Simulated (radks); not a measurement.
Q: Valence configurations of the gadolinium ion Gd2+ (all share [Xe]). Calculated with a radial shooting solver on a logarithmic mesh with Libxc functionals: Dirac Kohn-Sham, PBE, spin-unpolarised, spherical densities, finite nucleus; open shells fill j = l - 1/2 first; Fermi nuclear charge, rms radius 5.1569 fm. Order these by energy: 4f7 5d0.5 6p0.5; 4f8; 4f6 5d1 6s1; 4f6 5d2; 4f6 5d1 6p1; 4f7 6p1; 4f7 6s1; 4f7 5d1; 4f5 5d1 6s2; 4f6.5 5d1 6p0.5.

A: From the lowest, in eV above it: 4f8 0.000; 4f7 5d1 4.307; 4f7 6s1 4.966; 4f7 5d0.5 6p0.5 6.544; 4f7 6p1 9.061; 4f6.5 5d1 6p0.5 10.683; 4f6 5d2 13.331; 4f6 5d1 6s1 14.908; 4f6 5d1 6p1 19.220; 4f5 5d1 6s2 34.732. NIST lists [Xe] 4f7 5d1 as the ground configuration; this level of theory puts 4f8 lower, by 4.307 eV. The energies are those of spherical spin-averaged densities, not of single terms.
